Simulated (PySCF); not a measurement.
C2H3N3, SMILES c1nc[nH]n1. Atoms are numbered in the order given.

```xyz
8

C      0.0138     1.1228     0.0000
N      1.1624     0.3818     0.0000
C      0.7049    -0.8644     0.0000
N     -0.6564    -0.8498     0.0000
N     -1.1211     0.4180     0.0000
H      0.0047     2.2205     0.0000
H      1.2999    -1.7869     0.0000
H     -1.3122    -1.6338     0.0000
```

Geometry: PBE-D3(BJ)/def2-SVP.

All values below come from PBE-D3(BJ)/def2-SVP in PySCF.

Harmonic, unscaled wavenumbers; measured fundamentals usually lie a few per cent lower.

| mode | ν (cm⁻¹) | IR (km/mol) | moving atoms (share of kinetic energy) |
|---|---|---|---|
| 1 | 594 | 54.5 | N 47 %, H 47 % |
| 2 | 672 | 1.4 | H 51 %, N 30 %, C 19 % |
| 3 | 691 | 47.7 | N 45 %, H 33 %, C 23 % |
| 4 | 805 | 15.7 | H 67 %, C 29 % |
| 5 | 867 | 7.2 | H 69 %, C 29 % |
| 6 | 931 | 8.2 | N 62 %, C 26 %, H 12 % |
| 7 | 969 | 18.1 | N 70 %, C 20 %, H 10 % |
| 8 | 1069 | 38.1 | H 54 %, N 40 % |
| 9 | 1118 | 17.7 | H 55 %, C 25 %, N 20 % |
| 10 | 1178 | 3.9 | N 44 %, C 29 %, H 28 % |
| 11 | 1233 | 2.3 | H 60 %, N 22 %, C 17 % |
| 12 | 1302 | 13.2 | N 56 %, C 25 %, H 19 % |
| 13 | 1368 | 17.6 | C 54 %, N 32 %, H 14 % |
| 14 | 1424 | 10.1 | N 39 %, H 31 %, C 30 % |
| 15 | 1510 | 23.7 | C 50 %, N 30 %, H 20 % |
| 16 | 3181 | 1.8 | H 91 %, C 9 % |
| 17 | 3185 | 1.5 | H 91 %, C 9 % |
| 18 | 3547 | 64.7 | H 93 % |
